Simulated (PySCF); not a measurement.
Breaking a bond: BeH (cation, charge +1), singlet.

Computed with: UKS-BLYP = unrestricted BLYP/cc-pVTZ (PySCF 2.14.0); UKS-wB97X-V = PySCF with unrestricted wB97X-V/cc-pVTZ; RKS-wB97X-V = restricted wB97X-V/cc-pVTZ (PySCF 2.14.0).

Energies are in mEh, each relative to the lowest point of its own curve near equilibrium.

```tsv
R / Å	UKS-BLYP	UKS-wB97X-V	RKS-wB97X-V
1.07	27.2	27.2	27.2
1.13	14.4	14.1	14.1
1.20	5.2	5.0	5.0
1.23	2.9	2.6	2.6
1.30	0.2	0.1	0.1
1.33	0.0	0.0	0.0
1.38	0.8	1.0	1.0
1.42	2.2	2.7	2.7
1.44	[?]	3.8	3.8
1.53	8.8	10.3	10.3
1.64	18.0	20.7	20.7
1.78	[?]	36.2	36.2
1.99	52.1	60.9	60.9
2.20	[?]	80.4	84.8
2.40	[?]	91.4	105.6
2.67	92.1	100.5	129.8
2.90	97.6	105.4	[?]
3.24	102.6	109.6	167.1
3.60	105.3	111.8	182.8
4.01	106.6	112.8	[?]
4.70	106.5	113.4	207.3
5.26	105.6	113.5	212.6
```

### Question
Some entries are withheld; supply them.

### Answer

- 1.44, UKS-BLYP: 3.2
- 1.78, UKS-BLYP: 31.4
- 2.20, UKS-BLYP: 69.6
- 2.40, UKS-BLYP: 81.6
- 2.90, RKS-wB97X-V: 147.0
- 4.01, RKS-wB97X-V: 195.1

The unrestricted determinant behind UKS-BLYP is spin-contaminated at 2.20 to 5.26 Å (<S²> up to 0.8, against 0.00 for a pure singlet). At the longest distance UKS-BLYP, RKS-wB97X-V leaves fractional charges on the fragments, a sign of delocalisation error or of the restricted form. The unrestricted determinant behind UKS-wB97X-V is spin-contaminated at 2.20 to 5.26 Å (<S²> up to 1.0, against 0.00 for a pure singlet). The restricted form behind RKS-wB97X-V keeps the bonding electrons paired and can't separate into open-shell fragments.
